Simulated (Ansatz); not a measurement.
Input file for F₃Sb (`[F][Sb]([F])[F]`):

```yaml
crystal:
  periodic: [false, false, false]
  atoms:
    - {symbol: F, position_ang: [-1.521026, -0.354643, 0.393088]}
    - {symbol: Sb, position_ang: [0.139690, 0.535402, 0.482839]}
    - {symbol: F, position_ang: [1.165097, -1.047857, 0.482842]}
    - {symbol: F, position_ang: [0.271739, 0.806799, -1.379169]}
basis:
  gaussian: {orbitals: def2-SVP}
correlation: {method: ccsd_t}
```

```sh
$ ansatz run in.yaml --threads 2 --pin off --events-out ev --progress --plain --max-ram 22528MiB --backend cpu
```

Output of Ansatz, abridged:

```
Functional definition: HF
712 factors; integrals over basis functions are off by at most 1.8e-4 eV
mean field evaluation 1: about -14619.3907 eV, gradient 4.4e1 eV
mean field evaluation 2: about -14619.5117 eV, gradient 4.5e1 eV
mean field evaluation 4: about -14623.1126 eV, gradient 1.8e0 eV
mean field evaluation 8: about -14623.1497 eV, gradient 1.6e-1 eV
mean field -14623.14991379 eV, -537.3908474047 hartree, gradient 1.5e-6 eV, S^2 0.000000; 0 other end points of the search recorded, 0 dependent functions left out
7 core orbitals not correlated: weight in the atoms' cores, before any rotation towards them, 1.000 or more for the frozen orbitals, at most 0.000 for the correlated occupied ones
reference -14623.14991379 eV, -537.3908474047 hartree; 18, 18 occupied and 43, 43 virtual orbitals, 712 factors
second order -18.35569518 eV of doubles, -0.00000000 eV of singles
cycle   1  -18.00266927 eV  change    3.5e-1 eV  update   1.2e-1
cycle   2  -18.42745487 eV  change   -4.2e-1 eV  update   3.9e-2
cycle   3  -18.55016595 eV  change   -1.2e-1 eV  update   2.0e-2
cycle   4  -18.54334566 eV  change    6.8e-3 eV  update   4.7e-3
cycle   5  -18.53816908 eV  change    5.2e-3 eV  update   2.1e-3
cycle   6  -18.53895918 eV  change   -7.9e-4 eV  update   6.3e-4
cycle   7  -18.53894450 eV  change    1.5e-5 eV  update   2.0e-4
cycle   8  -18.53879929 eV  change    1.5e-4 eV  update   6.5e-5
cycle   9  -18.53880960 eV  change   -1.0e-5 eV  update   2.4e-5
perturbative correction -0.34298395 eV, -0.0126044277 hartree
Total energy: -14642.03170734 eV, -538.0847405193 hartree
```

Run time 3.3 s (2 threads of an AMD EPYC 7R13 on a shared host); peak host memory 0.31 GiB.

Correlation energy per correlated electron: -0.524 eV. T1 diagnostic: 0.0137.
